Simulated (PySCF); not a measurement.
## C²⁺ (carbon, charge +2): UHF calculation

Configuration: [He] 2s2, closed-shell 1S. Computed with PySCF 2.14 in aug-cc-pVTZ-DK (5s4p3d2f, 46 functions), with the spin-free X2C one-electron Hamiltonian (Gaussian nucleus).

```
Total energy                        : -36.422722 hartree
One-electron energy                 : -44.1479 hartree
Hartree (Coulomb) energy            : 12.0432 hartree
Exchange energy                     : -4.3180 hartree
⟨S²⟩                                : 0.0000
⟨L²⟩                                : 0.000
Sum of ⟨r⟩                          : 3.277 bohr
Sum of ⟨r²⟩                         : 4.620 bohr²
Langevin diamagnetic susceptibility : -3.66 ×10⁻⁶ cm³/mol
```

```json
{"shell": "1s", "electrons": "2", "mean orbital energy (eV)": "-344.33", "rms radius, mean of both spins (bohr)": "0.310"}
{"shell": "2s", "electrons": "2", "mean orbital energy (eV)": "-46.115", "rms radius, mean of both spins (bohr)": "1.49"}
```
